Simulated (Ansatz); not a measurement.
A made-up structure of CH2I (charge +1), closed shell:

C1  (-0.155, 0.006, -0.075)
I2  (1.254, -0.048, 0.605)
H3  (-0.708, -0.954, -0.014)
H4  (-0.392, 0.996, -0.516)
(Å)

It is relaxed with PBE-D4/def2-SVP and then PBE0-D4/def2-TZVP (Ansatz 0.2.0). Atoms count as bonded within 1.22 times the sum of their covalent radii (H–H: 0.88 Å). The end point is not checked to be a true minimum.

Problem. Does its bonding change? (A judgement: the text doesn't fix the answer.)

Solution. By the calculation: No: no bond forms or breaks.

Where it ends: The first stage lowers the energy by 4.30 eV in 6 steps. It ends as CH₂I ([CH2][I]), total charge +1:
```json
{"atom": "C1", "x (Å)": "-0.1907", "y (Å)": "0.0072", "z (Å)": "-0.0921"}
{"atom": "I2", "x (Å)": "1.5478", "y (Å)": "-0.0587", "z (Å)": "0.7474"}
{"atom": "H3", "x (Å)": "-0.8250", "y (Å)": "-0.8766", "z (Å)": "-0.0952"}
{"atom": "H4", "x (Å)": "-0.5321", "y (Å)": "0.9281", "z (Å)": "-0.5601"}
```

Labels in which every atom is bracketed show which atoms are joined, not bond orders.

For scale, one of the runs: PBE0-D4/def2-TZVP relaxation, 93 basis functions, launched by `ansatz run in.yaml --threads 2 --pin off --events-out ev --progress --plain --max-ram 4352MiB`. Hardware: 2 CPU threads of an Arm Neoverse V1, shared host. Wall time about 6.5 s.
